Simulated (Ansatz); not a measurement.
These are frozen-core CCSD(T)/def2-TZVPP // PBE-D3(BJ)/def2-SVP (Ansatz, a first-principles code) values and carry that method's errors.

Ansatz 0.2 input:
```yaml
crystal:
  periodic: [false, false, false]
  atoms:
    - { symbol: Cd, position_ang: [0.008746, 0.039907, 0.023133] }
    - { symbol: C, position_ang: [2.039356, -0.240129, 0.527933] }
    - { symbol: H, position_ang: [2.59324, -0.60465, -0.357995] }
    - { symbol: H, position_ang: [2.11803, -0.984036, 1.343385] }
    - { symbol: H, position_ang: [2.472501, 0.721372, 0.863253] }
    - { symbol: Br, position_ang: [-2.342197, 0.364192, -0.561385] }
basis:
  gaussian: { orbitals: def2-TZVPP }
correlation:
  method: ccsd_t
```

Output:

```
Functional definition: HF
1133 factors; integrals over basis functions are off by at most 9.9e-4 eV
mean field evaluation 1: about -75617.2008 eV, gradient 2.8e1 eV
mean field evaluation 2: about -75617.4641 eV, gradient 2.8e1 eV
mean field evaluation 4: about -75619.4478 eV, gradient 2.9e0 eV
mean field evaluation 8: about -75619.4764 eV, gradient 2.3e-1 eV
mean field evaluation 16: about -75619.4766 eV, gradient 9.9e-7 eV
mean field -75619.47656717 eV, -2778.9645071212 hartree, gradient 9.9e-7 eV, S^2 0.000000; 0 other end points of the search recorded, 0 dependent functions left out
10 core orbitals not correlated
reference -75619.47656717 eV, -2778.9645071212 hartree; 22, 22 occupied and 145, 145 virtual orbitals, 1133 factors
second order -31.89331988 eV of doubles, -0.00000000 eV of singles
cycle   1  -30.72004990 eV  change     1.2e0 eV  update   1.1e-1
cycle   2  -31.40234789 eV  change   -6.8e-1 eV  update   3.0e-2
cycle   3  -31.51793900 eV  change   -1.2e-1 eV  update   1.8e-2
cycle   4  -31.47298603 eV  change    4.5e-2 eV  update   5.8e-3
cycle   5  -31.47244906 eV  change    5.4e-4 eV  update   2.4e-3
cycle   6  -31.47468455 eV  change   -2.2e-3 eV  update   5.7e-4
cycle   7  -31.47419784 eV  change    4.9e-4 eV  update   1.9e-4
cycle   8  -31.47412231 eV  change    7.6e-5 eV  update   5.7e-5
cycle   9  -31.47418062 eV  change   -5.8e-5 eV  update   1.8e-5
cycle  10  -31.47417727 eV  change    3.4e-6 eV  update   6.1e-6
perturbative correction -1.00880611 eV, -0.0370729408 hartree
Total energy: -75651.95955055 eV, -2780.1582347427 hartree
```

Cost: about 110 core-seconds (a rough figure).
